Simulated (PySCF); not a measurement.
## Two structures, one formula

The two ends of one reaction step of CH4BBr, closed shell (PBE0-D4/def2-TZVP).

A:

```xyz
7
angstrom
B -0.6392 -0.5104 0.9931
Br 2.5380 1.0364 -0.6472
C -0.8086 -0.1721 -0.3317
H 1.2151 0.5119 -0.3500
H -0.4665 -0.7879 2.1208
H -1.2029 0.7922 -0.6410
H -0.6336 -0.8764 -1.1405
```

B:

```
7
angstrom
B 0.3210 -0.4615 0.6130
Br 1.8250 -1.5542 0.1660
C -0.4131 0.3883 -0.4497
H -0.3351 1.4454 -0.1635
H 0.0060 -0.4818 1.7630
H -1.4866 0.1672 -0.4190
H -0.0494 0.2725 -1.4700
```

PySCF 2.14 with density fitting (its default auxiliary sets; JK sets also for MP2 and CCSD(T)); basis: def2-TZVPP; cores frozen in the correlated methods. Filled d shells of the heavier atoms are correlated. The def2 sets are not built for correlating such inner shells, so the correlated values are less sure here. B3LYP uses VWN-RPA correlation.

Task: Which structure is lower at CCSD(T), and by how much? (Judge from chemistry; the value comes from the calculation.)

Result: By the calculation: B, by 66.39 kcal/mol (electronic energy, against the other). By their contacts, A is a complex of CH₃B ([BH][CH2]) + HBr and B is CH₄BBr ([CH3][BH][Br]).

All methods give the same order:

| method | E(B) − E(A) (kcal/mol) |
| --- | --- |
| SPW92 | -67.59 |
| PBE-D4 | -64.40 |
| r2SCAN-D4 | -66.45 |
| PBE0-D4 | -67.81 |
| B3LYP-D4 | -63.26 |
| BHLYP-D4 | -67.14 |
| wB97M-V | -65.73 |
| HF | -67.70 |
| MP2 | -68.28 |
| CCSD | -66.89 |
| CCSD(T) | -66.39 |

T1 diagnostic: at most 0.010.

Labels in which every atom is bracketed show which atoms are joined, not bond orders.

For scale, one of the runs: CCSD(T)/def2-TZVPP, 166 basis functions, launched by `OMP_NUM_THREADS=4 python run.py`. Hardware: 4 CPU threads of a Oxide Virtual Turin-like, shared host. Wall time 110 s; peak host memory 1.7 GiB.
